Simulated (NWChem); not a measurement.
System: C3H7FSi; SMILES C/C(F)=C/[SiH3]

NWChem input:

```
start job
memory heap 200 mb stack 900 mb global 1100 mb
geometry units angstroms noautosym nocenter noautoz
  C     -0.554803     2.346681     0.000000
  C     -0.083588     0.931557     0.000000
  F      1.275247     0.855653     0.000000
  C     -0.795884    -0.211583     0.000000
  Si     0.008450    -1.907491     0.000000
  H     -1.658194     2.400496     0.000000
  H     -0.166576     2.882328     0.891577
  H     -0.166576     2.882328    -0.891577
  H     -1.892424    -0.110968     0.000000
  H      0.870003    -2.111832    -1.217684
  H     -1.075066    -2.951254     0.000000
  H      0.870003    -2.111832     1.217684
end
basis spherical
  * library 6-31g*
end
dft
  xc hfexch
  iterations 150
  mulliken
end
task dft energy
esp
  recalculate
  probe 0.07
  range 0.3
  factor 1.0
  spacing 0.02
end
task esp
```

Parts of the log:

```
             Northwest Computational Chemistry Package (NWChem) 7.3.0
             --------------------------------------------------------

                             Geometry "geometry" -> ""
                             -------------------------

 Output coordinates in angstroms (scale by  1.889725989 to convert to a.u.)

  No.       Tag          Charge          X              Y              Z
 ---- ---------------- ---------- -------------- -------------- --------------
    1 C                    6.0000    -0.55480300     2.34668100     0.00000000
    2 C                    6.0000    -0.08358800     0.93155700     0.00000000
    3 F                    9.0000     1.27524700     0.85565300     0.00000000
    4 C                    6.0000    -0.79588400    -0.21158300     0.00000000
    5 Si                  14.0000     0.00845000    -1.90749100     0.00000000
    6 H                    1.0000    -1.65819400     2.40049600     0.00000000
    7 H                    1.0000    -0.16657600     2.88232800     0.89157700
    8 H                    1.0000    -0.16657600     2.88232800    -0.89157700
    9 H                    1.0000    -1.89242400    -0.11096800     0.00000000
   10 H                    1.0000     0.87000300    -2.11183200    -1.21768400
   11 H                    1.0000    -1.07506600    -2.95125400     0.00000000
   12 H                    1.0000     0.87000300    -2.11183200     1.21768400

 Effective nuclear repulsion energy (a.u.)     217.0721784837

  xc_inp: hfexch multiplicative factor not found.

                                 NWChem DFT Module
                                 -----------------

 Summary of "ao basis" -> "ao basis" (spherical)
 ------------------------------------------------------------------------------
       Tag                 Description            Shells   Functions and Types
 ---------------- ------------------------------  ------  ---------------------
 C                           6-31g*                  6       14   3s2p1d
 F                           6-31g*                  6       14   3s2p1d
 Si                          6-31g*                  8       18   4s3p1d
 H                           6-31g*                  2        2   2s

            General Information
            -------------------
          SCF calculation type: DFT
          Wavefunction type:  closed shell.
          No. of atoms     :    12
          No. of electrons :    48
           Alpha electrons :    24
            Beta electrons :    24
          Charge           :     0
          Spin multiplicity:     1
          Use of symmetry is: off; symmetry adaption is: off
          Maximum number of iterations: 150
          AO basis - number of functions:    88
                     number of shells:    46
          Convergence on energy requested:  1.00D-06
          Convergence on density requested:  1.00D-05
          Convergence on gradient requested:  5.00D-04

              XC Information
              --------------
                     Hartree-Fock (Exact) Exchange  1.000

      Superposition of Atomic Density Guess
      -------------------------------------

 Sum of atomic energies:        -504.65802976

      Non-variational initial energy
      ------------------------------

 Total energy =    -506.960033
 1-e energy   =   -1126.412083
 2-e energy   =     402.379872
 HOMO         =      -0.269468
 LUMO         =       0.036805

     ---------------------------------------------
      Total Density - Mulliken Population Analysis
     ---------------------------------------------

    Atom       Charge   Shell Charges
 -----------   ------   -------------------------------------------------------
    1 C    6     6.72   2.00  0.71  2.04  0.68  1.26  0.03
    2 C    6     5.19   2.00  0.69  1.50  0.43  0.51  0.07
    3 F    9     9.47   2.00  0.94  3.39  1.02  2.11  0.01
    4 C    6     6.77   2.00  0.74  2.07  0.64  1.31  0.02
    5 Si  14    13.61   2.00  2.00  5.97  0.98  1.69  0.31  0.53  0.13
    6 H    1     0.76   0.46  0.30
    7 H    1     0.76   0.45  0.31
    8 H    1     0.76   0.45  0.31
    9 H    1     0.75   0.45  0.30
   10 H    1     1.07   0.47  0.60
   11 H    1     1.07   0.47  0.60
   12 H    1     1.07   0.47  0.60

   convergence    iter        energy       DeltaE   RMS-Dens  Diis-err
 ---------------- ----- ----------------- --------- --------- ---------
 d= 0,ls=0.0,diis     1   -505.9254652291 -7.23D+02  6.16D-03  4.90D-01
 d= 0,ls=0.0,diis     2   -505.9895135396 -6.40D-02  2.29D-03  1.21D-01
 d= 0,ls=0.0,diis     3   -506.0024674553 -1.30D-02  1.12D-03  8.21D-03
 d= 0,ls=0.0,diis     4   -506.0040911837 -1.62D-03  2.33D-04  2.21D-04
 d= 0,ls=0.0,diis     5   -506.0041517439 -6.06D-05  8.29D-05  2.52D-05
  Resetting Diis
 d= 0,ls=0.0,diis     6   -506.0041604329 -8.69D-06  3.74D-05  4.01D-06
 d= 0,ls=0.0,diis     7   -506.0041619175 -1.48D-06  9.61D-06  4.18D-07
 d= 0,ls=0.0,diis     8   -506.0041620535 -1.36D-07  5.98D-06  1.07D-07

         Total DFT energy =     -506.004162053466
      One electron energy =    -1129.427588515227
           Coulomb energy =      454.819464729509
    Exchange-Corr. energy =      -48.468216751473
 Nuclear repulsion energy =      217.072178483726

 Numeric. integr. density =        0.000000000000

                       DFT Final Molecular Orbital Analysis
                       ------------------------------------

 Vector   22  Occ=2.000000D+00  E=-4.693630D-01
              MO Center= -6.3D-01, -1.5D+00,  5.0D-15, r^2= 3.6D+00
   Bfn.  Coefficient  Atom+Function         Bfn.  Coefficient  Atom+Function
  ----- ------------  ---------------      ----- ------------  ---------------
    64      0.339598   5 Si py               86     -0.311700  11 H  s
    46     -0.273706   4 C  py               85     -0.241377  11 H  s
    18      0.170005   2 C  py               50     -0.164511   4 C  py
     4     -0.145325   1 C  py               60     -0.141879   5 Si py
    63      0.130392   5 Si px               48      0.111913   4 C  s

 Vector   23  Occ=2.000000D+00  E=-4.670948D-01
              MO Center= -1.1D-01, -1.5D+00,  4.6D-13, r^2= 3.5D+00
   Bfn.  Coefficient  Atom+Function         Bfn.  Coefficient  Atom+Function
  ----- ------------  ---------------      ----- ------------  ---------------
    63      0.357408   5 Si px               46      0.206986   4 C  py
    84      0.196655  10 H  s                86     -0.196935  11 H  s
    88      0.196655  12 H  s                45     -0.171397   4 C  px
    83      0.154531  10 H  s                87      0.154531  12 H  s
    59     -0.147355   5 Si px               85     -0.145388  11 H  s

 Vector   24  Occ=2.000000D+00  E=-3.619260D-01
              MO Center= -3.3D-01,  2.1D-01,  8.8D-15, r^2= 2.6D+00
   Bfn.  Coefficient  Atom+Function         Bfn.  Coefficient  Atom+Function
  ----- ------------  ---------------      ----- ------------  ---------------
    47      0.374640   4 C  pz               51      0.345584   4 C  pz
    19      0.336936   2 C  pz               23      0.225673   2 C  pz
    33     -0.172598   3 F  pz               37     -0.159618   3 F  pz
    84      0.134015  10 H  s                88     -0.134015  12 H  s
    78     -0.112414   7 H  s                80      0.112414   8 H  s

 Vector   25  Occ=0.000000D+00  E= 1.326527D-01
              MO Center= -3.4D-01, -2.3D-01, -2.0D-14, r^2= 4.6D+00
   Bfn.  Coefficient  Atom+Function         Bfn.  Coefficient  Atom+Function
  ----- ------------  ---------------      ----- ------------  ---------------
    69      0.776990   5 Si pz               84      0.560396  10 H  s
    88     -0.560396  12 H  s                23     -0.513790   2 C  pz
    19     -0.372271   2 C  pz               51      0.334063   4 C  pz
    78      0.302741   7 H  s                80     -0.302741   8 H  s
    47      0.206861   4 C  pz               65      0.143612   5 Si pz

[...]

                     NWChem Electrostatic Potential Fit Module
                     -----------------------------------------

 Atom parameters

 Number of atoms is                                   12
 Number of basis functions is                         88

 Grid parameters

 Maximum number of grid points is                  48622
 Number of grid points is                          48621
 Grid range                                     0.300000 nm
 Grid spacing                                   0.020000 nm
 Probe radius                                   0.070000 nm
 Atom radius factor                             1.000000

 Atomic radii

    1    0.100000
    6    0.147000
    9    0.128000
   14    0.187000
 FASTESP  F
  using M.O. file = ./job.movecs

    Atom              Coordinates                           Charge

                                                  ESP

    1 C    -0.055480    0.234668    0.000000   -0.228984
    2 C    -0.008359    0.093156    0.000000    0.454561
    3 F     0.127525    0.085565    0.000000   -0.241819
    4 C    -0.079588   -0.021158    0.000000   -0.586349
    5 Si    0.000845   -0.190749    0.000000    0.676816
    6 H    -0.165819    0.240050    0.000000    0.069064
    7 H    -0.016658    0.288233    0.089158    0.083204
    8 H    -0.016658    0.288233   -0.089158    0.082829
    9 H    -0.189242   -0.011097    0.000000    0.187704
   10 H     0.087000   -0.211183   -0.121768   -0.165084
   11 H    -0.107507   -0.295125    0.000000   -0.167111
   12 H     0.087000   -0.211183    0.121768   -0.164830
                                            ------------
                                               -0.000000

 Dipole moment                                  0.905801

 Quadrupole moment Qxx                         -4.268393
                   Qyy                          6.276311
                   Qzz                         -2.007918

 RMS deviation kJ/mol                           0.057588

 RRMS %                                        39.153410
```

Level: Hartree-Fock/6-31G* (spherical d). Structure relaxed at the PBE-D3(BJ)/def2-SVP level. No frequency run checked for a minimum.
